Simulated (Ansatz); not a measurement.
Series GeHX3: r2SCAN-D4/def2-TZVP single points in Ansatz on relaxed structures, gas phase. Binding counts from free atoms in the multiplicity of their measured ground term, without zero-point energy. A dash marks a value that wasn't run or was left out as unsound. The structures are stationary points that may keep the symmetry of their start. Remarks come from the PBE and PBE0 runs and from stability tests at other levels; not every state was tested. HOMO above LUMO (over both spins in singlets and doublets, within one spin in higher multiplets; at PBE or PBE0), or a gap under 0.15 eV within one spin, warns that the state may not be the lowest or that an electron is smeared out.

```csv
species,atoms,state,geometry,HOMO (eV),LUMO (eV),gap (eV),vertical triplet (eV),binding per atom (eV),point group (within 0.1 Å),remarks
GeHF3,5,singlet,PBE0-D4/def2-TZVP,-10.05,-1.16,8.89,–,3.67,C3v,–
GeHBr3,5,singlet,r2SCAN-D4/def2-SVP,-7.68,-2.85,4.83,4.66,2.59,C3v,gap within one spin near zero at PBE or PBE0 (triplet)
GeH(OMe)3 (C3H10GeO3),17,singlet,B3LYP-D4/def2-SVP,-6.69,0.01,6.70,6.36,3.87,–,gap within one spin near zero at PBE or PBE0 (triplet)
GeH(OAc)3 (C6H10GeO6),23,singlet,PBE-D4/def2-SVP,-6.94,-1.02,5.92,5.19,4.54,C3,gap within one spin near zero at PBE or PBE0 (triplet)
GeH(NMe2)3 (C6H19GeN3),29,singlet,PBE-D4/def2-SVP,-4.72,0.58,5.30,4.89,3.84,–,"gap within one spin near zero at PBE or PBE0 (triplet), HOMO above LUMO (triplet)"
```

The gap (eV) runs from 4.83 (GeHBr3) to 8.89 (GeHF3). The vertical triplet (eV) runs from 4.66 (GeHBr3) to 6.36 (GeH(OMe)3).
